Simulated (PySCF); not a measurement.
C₄H₁₂O₃Sn, triplet, at the geometry of the source list (a higher spin typed on purpose: for a closed-shell molecule this is an excited state) (all electrons, no relativity); SCAN/STO-3G (PySCF).

Here is a job for PySCF.
```python
from pyscf import gto, scf, dft

mol = gto.Mole()
mol.atom = '''
    C    -3.31750000   -0.05390000    0.26770000
    C    -2.08630000   -0.64560000   -0.40620000
    C    -0.80630000    0.04620000    0.06650000
    C     0.39980000   -0.56730000   -0.60880000
    Sn    2.26120000    0.33860000    0.06300000
    O     2.26010000    2.24970000   -0.32920000
    O     2.47740000    0.20180000    2.00600000
    O     4.05270000   -0.24920000   -0.57080000
    H    -4.21660000   -0.57020000   -0.06140000
    H    -3.41660000    1.00090000    0.02240000
    H    -3.24220000   -0.14840000    1.34870000
    H    -2.02550000   -1.71300000   -0.18000000
    H    -2.17730000   -0.53990000   -1.49000000
    H    -0.86240000    1.11020000   -0.16460000
    H    -0.72120000   -0.05520000    1.14900000
    H     0.48130000   -1.63090000   -0.38260000
    H     0.36180000   -0.43250000   -1.68940000
    H     3.10910000    2.67620000   -0.20800000
    H     3.37410000    0.01460000    2.28650000
    H     4.09440000   -1.03190000   -1.11890000
'''
mol.basis = 'sto-3g'
mol.spin = 2
mol.verbose = 5
mol.build()

mf = dft.UKS(mol)
mf.xc = 'scan'
mf.kernel()
```

Output, abridged:

```
PySCF version 2.14.0

[INPUT] verbose = 5
[INPUT] max_memory = 4000
[INPUT] num. atoms = 20
[INPUT] num. electrons = 110
[INPUT] charge = 0
[INPUT] spin (= nelec alpha-beta = 2S) = 2
[INPUT] symmetry False subgroup None
[INPUT] Mole.unit = angstrom
[INPUT] Symbol           X                Y                Z      unit          X                Y                Z       unit  Magmom
[...]
[INPUT] ---------------- BASIS SET ----------------
[INPUT] l, kappa, [nprim/nctr], expnt,             c_1 c_2 ...
[INPUT] O
[...]
                                23.808861         0.53532814
                                6.4436083         0.44463454
[...]
                                1.1695961         0.39951283
                                0.380389          0.70011547
[...]
                                1.1695961         0.60768372
                                0.380389          0.39195739
[INPUT] C
[...]
                                13.045096         0.53532814
                                3.5305122         0.44463454
[...]
                                0.6834831         0.39951283
                                0.2222899         0.70011547
[...]
                                0.6834831         0.60768372
                                0.2222899         0.39195739
[INPUT] H
[...]
                                0.62391373        0.53532814
                                0.1688554         0.44463454
[INPUT] Sn
[...]
                                978.2371611       0.5353281423
                                264.7491522       0.4446345422
[...]
                                109.6946243       0.3995128261
                                35.67609636       0.7001154689
[...]
                                18.043066         0.2175436044
                                6.96157579        0.9166769611
[...]
                                2.174045204       0.0576109534
                                0.9570200509      1.115578745
[...]
                                0.3357601616      -0.1972567438
                                0.1483111678      1.375495512
[...]
                                109.6946243       0.6076837186
                                35.67609636       0.3919573931
[...]
                                18.043066         0.5777664691
                                6.96157579        0.4846460366
[...]
                                2.174045204       0.5852047641
                                0.9570200509      0.543944204
[...]
                                0.3357601616      0.629032369
                                0.1483111678      0.6662832743
[...]
                                18.043066         0.6555473627
                                6.96157579        0.286573259
[...]
                                2.174045204       0.6686785577
                                0.9570200509      0.3052468245

nuclear repulsion = 879.731818140386
number of shells = 44
number of NR pGTOs = 222
number of NR cGTOs = 74
basis = sto-3g
ecp = {}

******** <class 'pyscf.dft.uks.UKS'> ********
method = UKS
initial guess = minao
damping factor = 0
level_shift factor = 0
DIIS = <class 'pyscf.scf.diis.CDIIS'>
diis_start_cycle = 1
diis_space = 8
diis_damp = 0
SCF conv_tol = 1e-09
SCF conv_tol_grad = None
SCF max_cycles = 50
direct_scf = True
direct_scf_tol = 1e-13
number electrons alpha = 56  beta = 54
XC library pyscf.dft.libxc version 7.1.2
    S. Lehtola, C. Steigemann, M. J. T. Oliveira, and M. A. L. Marques,  SoftwareX 7, 1–5 (2018)
XC functionals = scan
    J. Sun, A. Ruzsinszky, and J. P. Perdew,  Phys. Rev. Lett. 115, 036402 (2015)
    J. Sun, A. Ruzsinszky, and J. P. Perdew,  Phys. Rev. Lett. 115, 036402 (2015)
radial grids:
    Treutler-Ahlrichs [JCP 102, 346 (1995); DOI:10.1063/1.469408] (M4) radial grids

becke partition: Becke, JCP 88, 2547 (1988); DOI:10.1063/1.454033
pruning grids: <function nwchem_prune>
grids dens level: 3
symmetrized grids: False
atomic radii adjust function: <function treutler_atomic_radii_adjust>
small_rho_cutoff = 0
Set gradient conv threshold to 3.16228e-05
atom C rad-grids = 75, ang-grids = [ 50  50  50  50  50  50  50  50  50  50  50  50  50  50  50  50  50  50
  50  50  50  50  86  86  86  86  86  86  86  86  86  86 266 266 266 266
 266 266 302 302 302 302 302 302 302 302 302 302 302 302 302 302 302 302
 302 302 302 302 266 266 266 266 266 266 266 266 266 266 266 266 266 266
 266 266 266]
atom Sn rad-grids = 95, ang-grids = [ 50  50  50  50  50  50  50  50  50  50  50  50  50  50  50  50  50  50
  50  50  50  50  50  50  50  50  50  50  50  50  86  86  86  86  86  86
  86  86  86  86  86  86  86  86  86  86 350 350 350 350 350 350 350 350
 350 350 350 434 434 434 434 434 434 434 434 434 434 434 434 434 434 434
 434 434 434 434 434 434 434 434 350 350 350 350 350 350 350 350 350 350
 350 350 350 350 350]
atom O rad-grids = 75, ang-grids = [ 50  50  50  50  50  50  50  50  50  50  50  50  50  50  50  50  50  50
  50  50  50  50  50  86  86  86  86  86  86  86  86  86 266 266 266 266
 266 266 266 302 302 302 302 302 302 302 302 302 302 302 302 302 302 302
 302 302 302 302 302 266 266 266 266 266 266 266 266 266 266 266 266 266
 266 266 266]
atom H rad-grids = 50, ang-grids = [ 50  50  50  50  50  50  50  50  50  50  50  50  50  50  50  86  86  86
  86 266 266 266 266 266 302 302 302 302 302 302 302 302 302 302 302 302
 302 266 266 266 266 266 266 266 266 266 266 266 266 266]
tot_boxes 5280, boxes in each direction [20 14 13]
Padding 4 grids
tot grids = 238376
nelec by numeric integration = [54.23442594 54.23442594]
E1 = -10431.50746847981  E2 = 3221.5862154309916  Ecoul = 3433.2985508057855  Exc = -211.71233537479367
init E= -6330.18943490843
cond(S) = 13.134192395912857

  alpha mo_energy =
[-1.02044821e+03 -1.50358227e+02 -1.43009841e+02 -1.43009831e+02
 -1.43009828e+02 -2.86787173e+01 -2.59638881e+01 -2.59638190e+01
 -2.59638073e+01 -1.93058268e+01 -1.93025830e+01 -1.92907308e+01
[...]
  5.09681612e-01  5.12982485e-01  5.17868788e-01  5.34525258e-01
  5.39331307e-01  5.76603641e-01]
multiplicity <S^2> = 2.007169  2S+1 = 3.0047755
nelec by numeric integration = [56.00001918 54.00001699]
E1 = -10525.118906079846  E2 = 3299.58038967838  Ecoul = 3514.020476769753  Exc = -214.4400870913726
cycle= 48 E= -6345.80669826108  delta_E= 0.0222  |g|= 0.21  |ddm|= 1.14

  alpha mo_energy =
[-1.01858397e+03 -1.48834855e+02 -1.41459039e+02 -1.41458971e+02
 -1.41458669e+02 -2.74446288e+01 -2.47351164e+01 -2.47347626e+01
 -2.47337032e+01 -1.86439500e+01 -1.86189656e+01 -1.86077850e+01
 -1.67973287e+01 -1.67971179e+01 -1.67963777e+01 -1.67960995e+01
 -1.67959746e+01 -9.84506465e+00 -9.84410500e+00 -9.84157450e+00
 -9.77515214e+00 -3.97716752e+00 -2.85945709e+00 -2.85835477e+00
 -2.85468215e+00 -9.00353871e-01 -8.80203906e-01 -8.73761823e-01
 -7.02982656e-01 -6.29579833e-01 -5.34175870e-01 -4.94659263e-01
 -4.71094783e-01 -4.67115393e-01 -4.51381261e-01 -4.46779038e-01
 -4.46136355e-01 -3.90641119e-01 -3.88597866e-01 -3.51145198e-01
 -3.37006276e-01 -3.35423578e-01 -3.20494391e-01 -3.04125177e-01
 -2.64068665e-01 -2.61340193e-01 -2.41445417e-01 -2.39152962e-01
 -2.22197747e-01 -1.91217559e-01 -1.82600335e-01 -1.54788959e-01
 -1.48810957e-01 -1.26907346e-01 -1.16660028e-01  1.11883508e-01
  1.90749548e-01  2.10721806e-01  2.69860118e-01  3.75190365e-01
  3.92427035e-01  3.99325488e-01  4.05703978e-01  4.16168778e-01
  4.17552151e-01  4.40452926e-01  4.53753522e-01  4.84551956e-01
  5.08324772e-01  5.11370430e-01  5.12547063e-01  5.23093643e-01
  5.32552547e-01  5.68828858e-01]
  beta  mo_energy =
[-1.01858313e+03 -1.48834496e+02 -1.41458682e+02 -1.41458631e+02
 -1.41458396e+02 -2.74441918e+01 -2.47346198e+01 -2.47342191e+01
 -2.47334028e+01 -1.86414124e+01 -1.86201536e+01 -1.86079656e+01
 -1.67966715e+01 -1.67965840e+01 -1.67959797e+01 -1.67957652e+01
 -1.67955664e+01 -9.84509508e+00 -9.84402297e+00 -9.84149881e+00
 -9.77259341e+00 -3.97644552e+00 -2.85820319e+00 -2.85709747e+00
 -2.85376060e+00 -8.55547682e-01 -8.49876230e-01 -8.46115063e-01
 -7.01481990e-01 -6.25897964e-01 -5.29210817e-01 -4.92859806e-01
 -4.65811104e-01 -4.63764336e-01 -4.48473950e-01 -4.44812386e-01
 -4.44530071e-01 -3.87996340e-01 -3.75143650e-01 -3.43001558e-01
 -3.29845538e-01 -3.28829355e-01 -3.12737981e-01 -3.00735504e-01
 -2.62286900e-01 -2.58156305e-01 -2.38451774e-01 -2.37941331e-01
 -1.94829951e-01 -1.55924336e-01 -1.37915914e-01 -1.26136215e-01
 -9.16755279e-02 -7.92212239e-02 -7.47443189e-02  1.67828476e-01
  2.21819050e-01  2.48996370e-01  3.08191201e-01  3.75835676e-01
  3.96918809e-01  4.16008387e-01  4.17822192e-01  4.22572092e-01
  4.26964866e-01  4.42260305e-01  4.55770407e-01  4.88100216e-01
  5.09268156e-01  5.12749254e-01  5.16046436e-01  5.29556622e-01
  5.36046575e-01  5.73028428e-01]
multiplicity <S^2> = 2.0082302  2S+1 = 3.0054818
nelec by numeric integration = [56.00001922 54.00002059]
E1 = -10524.362468500116  E2 = 3298.907055400535  Ecoul = 3513.354002638569  Exc = -214.44694723803426
cycle= 49 E= -6345.7235949592  delta_E= 0.0831  |g|= 0.344  |ddm|= 1.41

  alpha mo_energy =
[-1.01857818e+03 -1.48829212e+02 -1.41453461e+02 -1.41453280e+02
 -1.41452941e+02 -2.74393640e+01 -2.47301554e+01 -2.47293951e+01
 -2.47282133e+01 -1.86791279e+01 -1.86483131e+01 -1.85702210e+01
 -1.67921682e+01 -1.67919931e+01 -1.67911245e+01 -1.67906427e+01
 -1.67904506e+01 -9.84547612e+00 -9.84349495e+00 -9.84130179e+00
 -9.77048144e+00 -3.97300037e+00 -2.85640507e+00 -2.85383491e+00
 -2.84968267e+00 -9.24009566e-01 -9.01127585e-01 -8.43715334e-01
 -7.01527851e-01 -6.27663217e-01 -5.31913173e-01 -4.92683780e-01
 -4.72457403e-01 -4.62934354e-01 -4.47827783e-01 -4.42936280e-01
 -4.41828504e-01 -3.97151634e-01 -3.86959439e-01 -3.58453932e-01
 -3.38878705e-01 -3.29483376e-01 -3.15041566e-01 -3.02078761e-01
 -2.62343994e-01 -2.59634775e-01 -2.42710472e-01 -2.38008066e-01
 -2.35923460e-01 -2.11268242e-01 -1.95062979e-01 -1.64029222e-01
 -1.53763832e-01 -1.18873366e-01 -8.59626024e-02  1.08070315e-01
  1.91214222e-01  2.14887982e-01  2.70436971e-01  3.76625517e-01
  3.83930608e-01  3.90695970e-01  3.96972861e-01  4.18554409e-01
  4.35154878e-01  4.42627078e-01  4.55009362e-01  4.86666413e-01
  5.09777514e-01  5.12217908e-01  5.14217775e-01  5.25709673e-01
  5.34413883e-01  5.71100525e-01]
  beta  mo_energy =
[-1.01857737e+03 -1.48828869e+02 -1.41453103e+02 -1.41452944e+02
 -1.41452697e+02 -2.74389403e+01 -2.47296567e+01 -2.47289162e+01
 -2.47278872e+01 -1.86765330e+01 -1.86483712e+01 -1.85712164e+01
 -1.67915855e+01 -1.67914576e+01 -1.67907140e+01 -1.67902698e+01
 -1.67900934e+01 -9.84528508e+00 -9.84341934e+00 -9.84143126e+00
 -9.76828089e+00 -3.97233158e+00 -2.85515626e+00 -2.85262807e+00
 -2.84889065e+00 -8.68465465e-01 -8.64049688e-01 -8.32456988e-01
 -7.00200768e-01 -6.24353601e-01 -5.27480470e-01 -4.90938682e-01
 -4.65762892e-01 -4.59061214e-01 -4.45078360e-01 -4.40713802e-01
 -4.40209752e-01 -3.86538967e-01 -3.79590956e-01 -3.46197418e-01
 -3.35087335e-01 -3.26588208e-01 -3.08120685e-01 -2.98801355e-01
 -2.60561801e-01 -2.56705861e-01 -2.36659586e-01 -2.35840131e-01
 -2.01709043e-01 -1.63143605e-01 -1.37144670e-01 -1.29771443e-01
 -9.50513212e-02 -8.73905162e-02 -6.94499712e-02  1.67124830e-01
  2.19932943e-01  2.50027791e-01  3.06545311e-01  3.77271287e-01
  3.97736622e-01  4.04910872e-01  4.09775435e-01  4.21692071e-01
  4.38842800e-01  4.44608804e-01  4.56726117e-01  4.89618766e-01
  5.10544200e-01  5.13462319e-01  5.17493375e-01  5.32078309e-01
  5.37713593e-01  5.75338886e-01]
multiplicity <S^2> = 2.008995  2S+1 = 3.0059907
nelec by numeric integration = [56.00001922 54.00002067]
E1 = -10524.410261218145  E2 = 3299.0495016407726  Ecoul = 3513.5214931882  Exc = -214.47199154742728
cycle= 50 E= -6345.62894143699  delta_E= 0.0947  |g|= 0.461  |ddm|= 0.426
SCF not converged.
SCF energy = -6345.62894143699 after 50 cycles  <S^2> = 2.008995  2S+1 = 3.0059907
```

Convergence was not reached.
